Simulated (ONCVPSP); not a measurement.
**Configuration tests for technetium (Tc) (ONCV)**

ONCVPSP 4.0.1 input, shortened (lines: element, Z, core and valence counts, functional; n l f; lmax; l rc ep ncon nbas qcut; lloc lpopt rc5 dvloc0; l nproj debl; icmod fcfact rcfact), PBE, fully relativistic:

```
  Tc 43.00    6    4        4      upf
    1    0    2.00
    2    0    2.00
    2    1    6.00
    3    0    2.00
    3    1    6.00
    3    2   10.00
    4    0    2.00
    4    1    6.00
    4    2    6.00
    5    0    1.00
    2
    0    1.80    0.00    4    9    7.00
    1    1.80    0.00    4    8    8.90
    2    1.95    0.00    3    8    7.90
    4    4    1.75    2.00
    0    2    3.70
    1    3    2.80
    2    2    2.40
    1    0.50    0.00
```

Open shells are filled in proportion to 2j + 1.

Energies are relative to the spin-unpolarised reference configuration 4s2 4p6 4d6 5s1; without spin polarisation the order of configurations can differ from experiment.

```csv
valence configuration,charge,ΔE all-electron (eV),error AE − PS (meV)
4s2 4p6 4d5 5s2,0,0.939,-2.2
4s2 4p6 4d5.5 5s1.5,0,0.305,-0.9
```

**Question.** What are ΔE and the potential's error for 4s2 4p6 4d5 5s0?

**Answer.** ΔE = 23.945 eV all-electron; the error (AE − PS) is -0.1 meV.

**Question.** What are ΔE and the potential's error for 4s2 4p6 4d5 5s1?

**Answer.** ΔE = 9.093 eV all-electron; the error (AE − PS) is -0.3 meV.
